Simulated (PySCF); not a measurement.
Solvent effects on NMR parameters

Molfile (atoms numbered from 1):
```
C8H12O2
     RDKit          3D

 22 22  0  0  0  0  0  0  0  0999 V2000
    2.2370    0.6527   -0.8758 C   0  0  0  0  0  0  0  0  0  0  0  0
    1.2593   -0.4748   -0.5907 C   0  0  0  0  0  0  0  0  0  0  0  0
    0.4022   -0.2565    0.6643 C   0  0  2  0  0  0  0  0  0  0  0  0
   -0.5449   -1.4430    0.8973 C   0  0  0  0  0  0  0  0  0  0  0  0
   -1.6444   -1.4989   -0.1422 C   0  0  0  0  0  0  0  0  0  0  0  0
   -1.8877   -2.4914   -0.7827 O   0  0  0  0  0  0  0  0  0  0  0  0
   -2.4301   -0.2123   -0.2976 C   0  0  0  0  0  0  0  0  0  0  0  0
   -1.5296    1.0193   -0.4445 C   0  0  0  0  0  0  0  0  0  0  0  0
   -0.3956    1.0355    0.5607 C   0  0  0  0  0  0  0  0  0  0  0  0
   -0.1312    2.0118    1.2187 O   0  0  0  0  0  0  0  0  0  0  0  0
    2.9188    0.8113   -0.0261 H   0  0  0  0  0  0  0  0  0  0  0  0
    2.8489    0.4292   -1.7620 H   0  0  0  0  0  0  0  0  0  0  0  0
    1.7226    1.6090   -1.0585 H   0  0  0  0  0  0  0  0  0  0  0  0
    1.8061   -1.4228   -0.4554 H   0  0  0  0  0  0  0  0  0  0  0  0
    0.6053   -0.6426   -1.4647 H   0  0  0  0  0  0  0  0  0  0  0  0
    1.0682   -0.1321    1.5321 H   0  0  0  0  0  0  0  0  0  0  0  0
   -0.0021   -2.3988    0.8857 H   0  0  0  0  0  0  0  0  0  0  0  0
   -1.0273   -1.3404    1.8854 H   0  0  0  0  0  0  0  0  0  0  0  0
   -3.0420   -0.1039    0.6157 H   0  0  0  0  0  0  0  0  0  0  0  0
   -3.1200   -0.3230   -1.1449 H   0  0  0  0  0  0  0  0  0  0  0  0
   -1.0741    1.0211   -1.4503 H   0  0  0  0  0  0  0  0  0  0  0  0
   -2.0934    1.9560   -0.3411 H   0  0  0  0  0  0  0  0  0  0  0  0
  1  2  1  0
  2  3  1  0
  3  4  1  0
  4  5  1  0
  5  6  2  0
  5  7  1  0
  7  8  1  0
  8  9  1  0
  9 10  2  0
  9  3  1  0
  1 11  1  0
  1 12  1  0
  1 13  1  0
  2 14  1  0
  2 15  1  0
  3 16  1  1
  4 17  1  0
  4 18  1  0
  7 19  1  0
  7 20  1  0
  8 21  1  0
  8 22  1  0
M  END
```

GIAO PBE0/pcSseg-1 in PySCF 2.14.0 with density-fitted response routines on one PBE0-D3(BJ)/def2-SVP conformer, non-relativistic, equivalent nuclei averaged. Solvents enter as an IEF-PCM continuum (chloroform with ε = 4.7, acetonitrile with ε = 35.7) around the gas-phase geometry. Shifts are referred to TMS computed in the same medium.

Gas phase, δ in ppm: C9 214.6, C5 210.0, C3 55.4, C4 48.4, C7 41.8, C8 38.1, C2 30.6, C1 13.2, H18 2.81, H21 2.71, H19 2.56, H20 2.38, H22 2.30, H17 2.21. Dipole moment 0.40 D.

Question: How does each δ change in the continuum?

Answer: 
```tsv
atoms	environment	Δδ, chloroform	Δδ, acetonitrile
C9	ketone carbonyl carbon	+6.4	+8.8
C5	ketone carbonyl carbon	+6.6	+9.0
C3	sp3 CH α to a carbonyl	+1.4	+1.9
C4	sp3 CH2 α to a carbonyl	+1.1	+1.5
C7	sp3 CH2 α to a carbonyl	+1.2	+1.8
C8	sp3 CH2 α to a carbonyl	+1.4	+2.0
C2	sp3 CH2	+0.7	+1.0
C1	methyl carbon	+0.4	+0.5
H18	hydrogen on an sp3 CH2 α to a carbonyl	+0.24	+0.36
H21	hydrogen on an sp3 CH2 α to a carbonyl	+0.23	+0.34
H19	hydrogen on an sp3 CH2 α to a carbonyl	+0.25	+0.36
H20	hydrogen on an sp3 CH2 α to a carbonyl	+0.03	+0.02
H22	hydrogen on an sp3 CH2 α to a carbonyl	+0.05	+0.05
H17	hydrogen on an sp3 CH2 α to a carbonyl	+0.04	+0.03
```

Changes are relative to the gas phase. The dipole moment becomes 0.36 D in chloroform, 0.32 D in acetonitrile.

Question: Which nuclei move most (in ppm), and what does the model miss?

Answer: C5 (ketone carbonyl carbon, +9.0 ppm) in acetonitrile. A continuum only polarises the solute; specific hydrogen bonds, the anisotropy of aromatic solvents and changes of geometry or conformer are outside it.
